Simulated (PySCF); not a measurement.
Stepwise substitution at one centre (Sn OH-OCH3). Gas-phase values, no solvent. One relaxed conformer stands for each flexible species; it need not be the lowest. Strings in code marks are SMILES.

The four lowest singlet excitations (Tamm–Dancoff). Method: B3LYP-D3(BJ)/def2-TZVP // PBE0-D4/def2-SVP (PySCF). B3LYP has the VWN-RPA correlation part, as in Gaussian. Excitations are Tamm–Dancoff values on a coarser integration grid. The basis has no diffuse functions, so Rydberg states are missing or too high.

| state | energy (eV) | wavelength (nm) | oscillator strength |
|---|---|---|---|
| S1 | 4.61 | 269 | 0.008 |
| S2 | 5.37 | 231 | 0.088 |
| S3 | 5.46 | 227 | 0.020 |
| S4 | 5.63 | 220 | 0.026 |

Which member gives these states?
(A) `[OH][Sn]([OH])([OH])[OH]`
(B) `C[O][Sn]([OH])([OH])[OH]`
(C) `C[O][Sn]([O]C)([O]C)[O]C`
(D) `C[O][Sn]([OH])([OH])[O]C`

B, `C[O][Sn]([OH])([OH])[OH]`
